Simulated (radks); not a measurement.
All-electron atom: the thallium ion Tl+ in [Hg].

Method: scalar-relativistic Kohn-Sham, r2SCAN, spin-polarised, spherical densities, finite nucleus; meta-GGA in the generalised Kohn-Sham scheme; Fermi nuclear charge, rms radius 5.4759 fm; computed with a radial shooting solver on a logarithmic mesh with Libxc functionals.

Energy parts (hartree):
part                       energy
total                 -20242.8632
kinetic                22787.3442
electron-nucleus      -50451.5811
Hartree                 7800.1137
exchange-correlation    -378.7399

Orbitals (lengths in bohr, moments of r in powers of bohr):
orbital,occ.,eigenvalue (hartree),<r^4>,<r^2>
1s,2,-3149.204,3.762e-07,0.0003690
2s,2,-562.0355,0.00005454,0.005605
2p,6,-483.4538,0.00004495,0.004756
3s,2,-134.7858,0.001956,0.03602
3p,6,-112.0698,0.002175,0.03724
3d,10,-88.45701,0.001675,0.03090
4s,2,-30.54461,0.04307,0.1729
4p,6,-23.06660,0.05769,0.1977
4d,10,-14.24729,0.07854,0.2231
4f,14,-4.50694,0.1377,0.2630
5s,2,-5.17660,1.094,0.8691
5p,6,-3.14000,1.996,1.152
5d,10,-0.85611,8.940,2.230
6s,2,-0.60773,62.21,6.361

The highest occupied level is 6s at -16.537 eV. Summed over all electrons, <r^2> = 51.77 bohr^2, which gives a Langevin (diamagnetic) susceptibility term of -41 x 10^-6 cm^3/mol. The electron density at the nucleus is 2.719e+06 e/bohr^3 (large components only).
